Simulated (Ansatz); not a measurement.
Coupled-cluster run, C2H8ClNSi (`CNC[SiH2]Cl`).

```yaml
crystal:
  periodic: [false, false, false]
  atoms:
    - {symbol: C, position_ang: [-1.524550, -0.501357, 0.537935]}
    - {symbol: N, position_ang: [-0.164884, -0.638732, 1.014014]}
    - {symbol: C, position_ang: [0.839553, -0.517426, -0.024345]}
    - {symbol: Si, position_ang: [1.074224, 1.226204, -0.686003]}
    - {symbol: Cl, position_ang: [-0.318714, 1.704683, -2.134659]}
    - {symbol: H, position_ang: [-1.770035, -1.164682, -0.307816]}
    - {symbol: H, position_ang: [-1.706125, 0.524744, 0.208591]}
    - {symbol: H, position_ang: [-2.217143, -0.711130, 1.354858]}
    - {symbol: H, position_ang: [-0.059152, -1.529666, 1.481129]}
    - {symbol: H, position_ang: [1.817514, -0.773487, 0.402649]}
    - {symbol: H, position_ang: [0.687762, -1.199480, -0.881903]}
    - {symbol: H, position_ang: [2.401930, 1.312362, -1.344488]}
    - {symbol: H, position_ang: [0.960021, 2.233166, 0.394837]}
basis:
  gaussian: {orbitals: def2-TZVPP}
correlation: {method: ccsd_t}
```

```sh
$ ansatz run in.yaml --threads 4 --pin off --events-out ev --progress --plain --max-ram 10444MiB
```

Output of Ansatz, abridged:

```
Functional definition: HF
  name "HF"
  cite "Fock, Z. Phys. 61, 126 (1930) doi:10.1007/BF01340294"
  parent pbe
  exchange = exact_x
  correlation = 0
1674 factors; integrals over basis functions are off by at most 9.1e-4 eV
mean field evaluation 1: about -24034.5953 eV, gradient 3.4e1 eV
mean field evaluation 2: about -24034.8846 eV, gradient 3.5e1 eV
mean field evaluation 4: about -24038.1709 eV, gradient 4.4e0 eV
mean field evaluation 8: about -24038.2335 eV, gradient 2.5e-1 eV
mean field -24038.23383019 eV, -883.3887995594 hartree, gradient 2.7e-6 eV, S^2 0.000000; 0 other end points of the search recorded, 0 dependent functions left out
13 core orbitals not correlated: weight in the atoms' cores, before any rotation towards them, 1.000 or more for the frozen orbitals, at most 0.000 for the correlated occupied ones
reference -24038.23383019 eV, -883.3887995594 hartree; 16, 16 occupied and 260, 260 virtual orbitals, 1674 factors
second order -23.89921590 eV of doubles, -0.00000000 eV of singles
cycle   1  -24.88341095 eV  change   -9.8e-1 eV  update   9.5e-2
cycle   2  -25.48019358 eV  change   -6.0e-1 eV  update   2.7e-2
cycle   3  -25.56528953 eV  change   -8.5e-2 eV  update   1.1e-2
cycle   4  -25.55872516 eV  change    6.6e-3 eV  update   2.5e-3
cycle   5  -25.55844965 eV  change    2.8e-4 eV  update   1.0e-3
cycle   6  -25.55859344 eV  change   -1.4e-4 eV  update   2.7e-4
cycle   7  -25.55847025 eV  change    1.2e-4 eV  update   1.0e-4
cycle   8  -25.55846438 eV  change    5.9e-6 eV  update   3.4e-5
perturbative correction -1.00867427 eV, -0.0370680956 hartree
Total energy: -24064.80096884 eV, -884.3651238968 hartree
```

It took 4.5 min on 4 threads of an Arm Neoverse V1 on a shared host, with 8.8 GiB of host memory at the peak.

Correlation energy per correlated electron: -0.830 eV. T1 diagnostic: 0.0093.
